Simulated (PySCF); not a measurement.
Compounds:

A. SMILES CC(/C=N\[SiH3])=C/C=O
B. trans-1,2-dimethylcyclohexane
C. `CC/C(C)=N\N[SiH3]`

Spectrum 1. ¹³C{¹H} NMR (computed): δ 145.1 (C), 27.9 (CH3), 23.1 (CH2), 10.7 (CH3).

Spectrum 2. ¹³C{¹H} NMR (computed): δ 194.0 (CH), 177.6 (CH), 164.8 (C), 137.2 (CH), 24.1 (CH3).

Spectrum 3. ¹³C{¹H} NMR (computed): δ 42.9 (CH), 39.7 (CH2), 31.2 (CH2), 22.8 (CH3).

PySCF calculation with PBE0/pcSseg-1 with gauge-including orbitals and GFN2-xTB structure; rapidly exchanging positions averaged, gas phase, one conformer, non-relativistic.

Chemical shifts δ = σref − σ; ¹³C (186.93 ppm) vs TMS, all at this level. Shifts are as computed. Against solution values, carbons near 30 ppm lie about +3 ppm off and those near 130 ppm about +5 ppm. Of 1211 compounds with measured shifts, 218 miss one by over three times the rms of a fit or turn the order of signals round; such compounds aren't used in these exercises.

Problem. Which spectrum belongs to which compound?

Solution. 1–C, 2–A, 3–B.

- Spectrum 1 (C): 4 ¹³C signals; δC 27.9 is a methyl carbon; δC 23.1 is an sp3 CH2.
- Spectrum 2 (A): 5 ¹³C signals; δC 194.0 is an aldehyde carbonyl carbon; δC 164.8 is a β carbon of a C=C–C=O unit.
- Spectrum 3 (B): 4 ¹³C signals; δC 42.9 is an sp3 CH in a ring; δC 39.7 is an sp3 CH2 in a ring.
